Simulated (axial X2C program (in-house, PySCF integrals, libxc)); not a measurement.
**Photoelectron levels of HgBr⁻ by EOM-IP-CCSD**

Calculated with an axial X2C code built on PySCF integrals: two-component X2C with atomic mean-field Coulomb and Gaunt terms, Gaussian nuclei, basis Hg dyall-acv3z, Br dyall-acv3z with contracted cores.

R = 3.020 Å (near the PBE0 minimum at charge -1 of the determinant lowest at the starting distance; the state shown can have its own minimum elsewhere).

Hartree–Fock spinors of HgBr⁻ (one of each Kramers pair; a window near the gap, which can cut inner shells):

| ω | occupied | ε (eV) | character |
| --- | --- | --- | --- |
| 1/2 | yes | -11.15 | 98% Hg d |
| 3/2 | yes | -11.13 | 100% Hg d |
| 1/2 | yes | -5.97 | 65% Br p, 32% Hg s |
| 1/2 | yes | -4.95 | 93% Br p, 3% Hg s |
| 3/2 | yes | -4.61 | 96% Br p, 2% Hg d |
| 1/2 | yes | -3.23 | 49% Hg s, 32% Br p, 12% Hg p |
| 1/2 | no | 2.20 | 96% Hg p, 3% Hg s |
| 1/2 | no | 2.24 | 100% Hg p |
| 3/2 | no | 2.24 | 100% Hg p |
| 1/2 | no | 3.55 | 93% Hg s, 4% Hg p |
| 1/2 | no | 4.74 | 91% Hg p, 4% Hg d, 2% Br p |
| 3/2 | no | 4.83 | 92% Hg p, 4% Hg d |

Vertical detachment energies of HgBr⁻ to the states of HgBr:

```csv
Ω of HgBr,vertical detachment energy (eV),above lowest (cm⁻¹),ionised spinor,one-hole weight
1/2,3.380,0,"54% Br pσ, 25% Hg sσ, 12% Hg pσ",0.95
3/2,3.998,4987,96% Br pπ,0.94
1/2,4.322,7596,93% Br pπ,0.94
1/2,5.994,21082,"59% Hg sσ, 37% Br pσ",0.94
1/2,9.847,52160,"59% Hg dσ, 40% Hg dπ",0.91
3/2,9.872,52362,"82% Hg dπ, 17% Hg dδ",0.91
```

(1) How far does the lowest EOM-IP-CCSD energy lie from the Koopmans value −ε of the highest filled spinor?

(2) What is the splitting of the first π pair in the table, and is it regular or inverted?

This point took 18 s on 1 thread of Arm Neoverse V1, on a shared host.

Reference electrons by ω block (each with its −ω partner): 1/2: 34, 3/2: 17, 5/2: 6, 7/2: 1. 20 electrons of HgBr⁻ correlated (inner shells frozen), 82 natural virtual spinors (a truncated set); levels can be off by some tenths of an eV. Roots sought by Ω: (1/2: 4, 3/2: 3, 5/2: 1); rows need 60 % one-particle weight and stop where some Ω has no more roots. Missing are any skipped roots, higher Ω and states of a further excitation; these come out far too high here and may in truth be low or lowest. T1 of the reference 0.015 (Lee–Taylor). Number of frozen shells: Hg 5 s, 4 p, 2 d, 1 f; Br 3 s, 2 p, 1 d.

## Answers

(1) 3.380 eV against 3.23 eV, a shift of 0.15 eV: relaxation of the final state lowers the energy and the loss of correlation raises it.

(2) E(3/2) − E(1/2) = 4987 − 7596 = -2609 cm⁻¹ at EOM-IP-CCSD: inverted, Ω = 3/2 lower. Splittings at this level can be off by ten to twenty per cent.
